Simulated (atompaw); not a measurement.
How hard is this iron PAW (atompaw) potential?

atompaw 4.2.0.5 input, output lines left out:

```
Fe 26
GGA-PBESOL scalarrelativistic loggrid 1500 logderivrange -10 5 376
4 4 3 0 0 0
4 0 0
4 1 0
3 2 6
0 0 0
c
c
v
v
c
v
v
v
2
1.90 1.90 1.85 1.40
n
n
y
-0.85
n
custom polynom2 7 10 vanderbiltortho sinc
bessel
0.90
1.90
1.20
1.35
1.90
1.90
```

The pseudo-atom Hamiltonian at the reference potential is diagonalised in spherical Bessel functions j_l(qr) that vanish at 20 bohr, with q² up to the cutoff. All-electron valence levels (Ry): 3s -8.2445, 4s -1.4695, 3p -5.7586, 4p -1.0346, 3d -1.8878.

Problem. How do the lowest levels (Ry) of each channel move with the cutoff, and are there ghosts?

Solution.

```
cutoff (Ry)     s #1     s #2     p #1     p #2     p #3     d #1     d #2     f #1  Σ f·Δε (mRy)
          8  -6.2149  -1.4078  -1.1872  -0.4379  -0.2343  -0.9966  -0.4240  -0.2725       36828.6
         18  -8.1539  -1.4693  -4.2544  -1.0181  -0.4204  -1.8787  -0.5165  -0.2726        9254.9
         35  -8.2411  -1.4695  -5.7188  -1.0331  -0.4215  -1.8876  -0.5172  -0.2726         240.3
         55  -8.2436  -1.4695  -5.7320  -1.0334  -0.4217  -1.8877  -0.5172  -0.2726         156.2
         90  -8.2443  -1.4695  -5.7392  -1.0338  -0.4220  -1.8877  -0.5172  -0.2726         111.6
        140  -8.2444  -1.4695  -5.7452  -1.0340  -0.4222  -1.8878  -0.5172  -0.2726          74.8
        230  -8.2444  -1.4695  -5.7546  -1.0345  -0.4225  -1.8878  -0.5172  -0.2726          17.8
        400  -8.2445  -1.4695  -5.7576  -1.0346  -0.4226  -1.8878  -0.5172  -0.2726           0.0
```

Result: no extra level below or beside the all-electron valence levels (s, p, d, f tested); 10 mRy is reached at 300 Ry and 1 mRy at over 300 Ry.
